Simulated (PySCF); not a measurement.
## Relaxation of doublet IrN2

Level of theory: UPBE0/[Ir def2-TZVP with ECP60, N def2-TZVP], scalar-relativistic core potentials, density fitting, no spin–orbit coupling, PySCF. A (50,194) grid was used.

A hand-made linear start, of D∞h symmetry, held to at least that symmetry:

```xyz
3
charge 0 multiplicity 2, angstrom
Ir    0.0000    0.0000    0.0000
N     0.0000    0.0000    1.7500
N     0.0000    0.0000   -1.7500
```

Optimiser trace:
```tsv
step	E − E(last) (kJ/mol)	largest gradient (Eh/bohr)
0	15.50	0.05416
1	3.97	0.03190
2	0.09	0.00454
3	0.00	0.00033
4	0.00	0.00001
```

It ends at D∞h with Ir–N 1.695 Å (×2); N–Ir–N 180.0°. A frequency run shows 2 imaginary modes (one degenerate set), down to 322i cm⁻¹, so it is a higher-order saddle point. Other isomers or separated fragments may lie lower.

Final geometry:
```xyz
3
charge 0 multiplicity 2, angstrom
Ir    0.0000    0.0000    0.0000
N     0.0000    0.0000    1.6953
N     0.0000    0.0000   -1.6953
```

Other spin states or occupations of the open shell can lie lower. At this level a quartet minimum of C∞v symmetry lies 397 kJ/mol below this structure. No spin–orbit coupling is included, which matters more the heavier the element.

The relaxation took of the order of 28 core-seconds on a shared host.
